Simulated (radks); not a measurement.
The numbers below are computed, except where a source is named.
Ionisation of the rubidium ion Rb+, [Kr], to Rb2+, [Ar] 3d10 4s2 4p5, under several functionals. Scalar-relativistic Kohn-Sham, spin-polarised, spherical densities, point nucleus; open shells are filled with parallel spins first (spin-orbit coupling, left out, can overturn this in heavy ions); a radial shooting solver on a logarithmic mesh with Libxc functionals.

\begin{tabular}{lrrrrrr}
functional & E(Rb+) (hartree) & Exc (hartree) & IE (eV) & -e(HOMO) (eV) & <r> HOMO (bohr) & IE error (eV) \\ \hline
B86b exchange with PBE correlation & -2981.51980 & -101.04077 & 27.384 & 21.671 & 1.714 & +0.094 \\
PBE & -2981.04383 & -100.55773 & 27.360 & 21.651 & 1.714 & +0.071 \\
HCTH/407 & -2983.01455 & -102.67508 & 27.651 & 21.968 & 1.705 & +0.361 \\
OLYP & -2982.29627 & -101.89989 & 27.360 & 21.663 & 1.710 & +0.071 \\
BP86 & -2981.77576 & -101.29935 & 27.468 & 21.743 & 1.712 & +0.179 \\
\end{tabular}

NIST Atomic Spectra Database: 27.290 eV (measured). Closest: PBE. The Delta-SCF values span 0.29 eV, the total energies 1.97 hartree. The highest occupied level is 4p. Open shells are spherical and high-spin; term and fine-structure splittings are not resolved.
